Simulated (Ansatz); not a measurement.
```xyz
11

O     1.051    2.365    1.086
B     0.817    1.602   -0.001
F     0.603    2.254   -1.136
Ge    0.733   -0.478   -0.004
Si   -1.467   -1.262   -0.465
H     1.211    1.861    1.886
H     1.700   -1.051   -1.054
H     1.174   -1.019    1.374
H    -2.407   -0.758    0.572
H    -1.910   -0.766   -1.794
H    -1.504   -2.748   -0.464
```

The species carries charge 0 and has multiplicity 1.

Question: List the r2SCAN/def2-TZVPP orbital energies in eV (the Gaussian-basis code of Ansatz). (Estimate.)

Answer: The calculation gave: Occupied: -10833.97, -1791.10, -1349.13, -1199.17, -1199.17, -1199.16, -666.52, -516.86, -182.63, -167.27, -141.59, -116.97, -116.96, -116.94, -96.45, -96.43, -96.43, -31.99, -30.27, -30.25, -30.21, -30.19, -30.19, -27.72, -15.37, -14.95, -13.46, -12.97, -11.64, -11.20, -10.55, -9.39, -9.20, -9.04, -8.51, -7.80, -7.16. Lowest empty: -1.29, -0.26, -0.12, 0.41, 0.76, 0.99, 1.37, 1.56.
